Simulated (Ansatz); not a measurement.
CaF (SMILES [F][Ca]), doublet, at a GFN2-xTB geometry (such geometries of metal compounds can be far from the true shape) (the spin is typed, not shown lowest); PBE/6-311G** run with Ansatz (a program for electronic structure).

Ansatz was given this input:
Ansatz 0.2 input:
```yaml
crystal:
  periodic: [false, false, false]
  atoms:
    - {symbol: Ca, position_ang: [-0.00000000, -0.00000000, -0.57526226]}
    - {symbol: F, position_ang: [0.00000000, 0.00000000, 1.27836059]}
basis:
  gaussian:
    orbitals: 6-311G__.json
hamiltonian:
  xc: pbe
magnetization: {spin_polarized: true, initial_magnetization: 1}
```
The basis file holds 6-311G** in the JSON format of the Basis Set Exchange.

It wrote (shortened):

```
Functional definition: PBE
548 factors; their error is unknown
mean field evaluation 1: about -21144.6053 eV, gradient 3.5e1 eV
mean field evaluation 2: about -21012.2930 eV, gradient 1.8e2 eV
mean field evaluation 4: about -21148.2782 eV, gradient 5.0e0 eV
mean field evaluation 8: about -21148.3663 eV, gradient 5.6e-2 eV
mean field evaluation 16: about -21148.3663 eV, gradient 6.0e-6 eV
mean field -21148.36627677 eV, -777.1881257937 hartree, gradient 6.0e-6 eV, S^2 0.750313; 0 other end points of the search recorded, 0 dependent functions left out
reference -21148.36632319 eV, -777.1881274996 hartree; 15, 14 occupied and 42, 43 virtual orbitals, 548 factors
Total energy: -21148.36632319 eV, -777.1881274996 hartree
```
